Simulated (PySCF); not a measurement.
Predicted microwave data (PBE0-D3(BJ)/def2-SVP geometry optimisation, gas phase (PySCF 2.14.0)) for one isomer of C5H9ClSi2:

| Item | Value |
| --- | --- |
| Rotational constants | A = 1613, B = 540.1, C = 420.8 MHz |
| Dipole components | \|μa\| = 0.13 D, \|μb\| = 2.04 D, \|μc\| = 0.18 D |
| Inertial defect | -47.89 u·Å² |
| κ | -0.80 |

**Question.** Which candidate fits, each taken in the one conformer that was computed?
A. `[SiH3:1][C:2]#[C:3][Si@H:4]([Cl:5])[CH:6]1[CH2:7][CH2:8]1` with C3–Si4–C6–C7 -159°
B. `[CH:1]#[C:2][C@@H:3]1[SiH2:4][CH2:5][Si@H:6]1[CH2:7][Cl:8]` with C5–Si6–C7–Cl8 -64°

**Answer.** A. It is [SiH3]C#C[Si@H](Cl)C1CC1, an asymmetric top, point group C1. The candidates at the same level (rigid rotor, commonest isotopes):

```tsv
SMILES	A (MHz)	B (MHz)	C (MHz)	μa (D)	μb (D)	μc (D)	Δ (u·Å²)	point group	rotor
C#C[C@@H]1[SiH2]C[Si@H]1CCl	2158	652.3	547.2	0.11	0.46	0.83	-85.36	C1	asymmetric top
[SiH3]C#C[Si@H](Cl)C1CC1	1613	540.1	420.8	0.13	2.04	0.18	-47.89	C1	asymmetric top
```

`C#C[C@@H]1[SiH2]C[Si@H]1CCl` has A 34 % too high. No structure here is proved a minimum.
